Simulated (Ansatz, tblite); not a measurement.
Adding an electron: ZnF₂⁺. The state is a doublet with charge 1. Geometry: B3LYP-D4/def2-TZVP. Ansatz, gas phase; energy differences of separate SCF runs; the reduced species is a singlet (the triplet lies 6.07 eV higher at PBE0-D4/def2-TZVP).

```xyz
3

Zn    0.0002    0.0000    0.0003
F     0.0748    1.7710   -0.1521
F    -0.0750   -1.7710    0.1517
```

The xTB rows come from tblite. The structure comes from a short search, and lower isomers may exist.

(1) Estimate orbital energies and vertical electron affinities at: GFN1-xTB; GFN2-xTB; PBE-D4/def2-TZVP; r2SCAN-D4/def2-TZVP; PBE0-D4/def2-TZVP.

## Answers

(1) 
```csv
level,−HOMO (eV),−LUMO (eV),vertical EA (eV),HOMO–LUMO gap (eV)
GFN1-xTB,–,–,17.92,–
GFN2-xTB,–,–,18.94,–
PBE-D4/def2-TZVP,16.95,16.74,12.63,0.21
r2SCAN-D4/def2-TZVP,17.07,16.59,12.79,0.49
PBE0-D4/def2-TZVP,17.41,15.85,13.16,1.56
```

  HOMO and LUMO are the levels of the spin that leaves or enters (xTB has no such levels and no spin-polarisation term). Other spin states of the ions may lie lower, which would lower the ionisation energy or raise the affinity. Raw xTB energy differences between charge states are shifted by several eV; the methods need an empirical correction for them.
